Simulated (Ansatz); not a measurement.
Consider the ligand exchange at the Sn–N bond: `[NH2][Sn]([F])([F])[F]` + HI → `[F][Sn]([F])([F])[I]` + NH₃.

Isolated molecules relaxed with PBE0-D4/def2-TZVP in Ansatz; ΔE leaves out vibrations. CCSD(T)/CBS is the MP2 limit (def2-TZVPP, def2-QZVPP) plus CCSD(T) − MP2 in def2-TZVPP, frozen cores. This one scheme is used for every species. DFT in def2-TZVPP. Elements past krypton have def2 core potentials. For I, Sn outer-core shells are correlated without core-valence functions, which leaves a few kJ/mol of doubt a bond. Each species was taken in one conformer, which may not be the lowest.

(1) Is it downhill or uphill in electronic energy at CCSD(T)/CBS, and by how much? (An estimate is asked.)

(2) What do these levels give: BHLYP-D4, r2SCAN, CAM-B3LYP, HF/def2-QZVPP, MP2/CBS(def2), CCSD/CBS(def2)? (An estimate is asked.)

Largest T1 diagnostic among the species: 0.014.

Answers

(1) The calculation gave: Downhill: ΔE = -99.2 kJ/mol.

(2) Computed: BHLYP-D4 -102.9, r2SCAN -99.6, CAM-B3LYP -90.8, HF/def2-QZVPP -98.8, MP2/CBS(def2) -106.5, CCSD/CBS(def2) -99.3 kJ/mol.

In def2-TZVPP, CCSD(T) changes the Hartree–Fock value by +11.5 kJ/mol (the triples alone add +0.1 kJ/mol) and MP2 by +4.2 kJ/mol. At CCSD(T), def2-SVP lies +9.5 kJ/mol from the extrapolated value and def2-TZVPP +14.0 kJ/mol. Leaving LDA and LC-ωPBE aside and taking each functional with its dispersion term where it has one, the values, not all of them listed here, spread over 10.3 kJ/mol, from BHLYP-D4 to CAM-B3LYP-D4. LDA lies +5.1 kJ/mol from PBE without D4.
